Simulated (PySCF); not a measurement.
Excitation energy of Ta by level of theory

Ta [Xe] 4f14 5d3 6s2 (4F) → Ta [Xe] 4f14 5d4 6s1 (6D), as a difference of total energies. Calculation: PySCF 2.14, in aug-cc-pwCVDZ-PP with ECP60MDF; a scalar-relativistic core potential. Correlated levels: valence and next inner shell: nothing frozen outside the core potential. The calculations carry no spin-orbit coupling.

```json
{"method": "UHF", "excitation energy (eV)": "0.233"}
{"method": "MP2 (valence and next inner shell)", "excitation energy (eV)": "0.774"}
{"method": "SCS-MP2 (valence and next inner shell)", "excitation energy (eV)": "1.307"}
{"method": "CCSD (valence and next inner shell)", "excitation energy (eV)": "0.893"}
{"method": "CCSD(T) (valence and next inner shell)", "excitation energy (eV)": "0.996"}
```

Question: How much does correlation contribute at CCSD(T) (valence and next inner shell)?

Answer: 0.996 − (0.233) = 0.763 eV, measured against UHF.
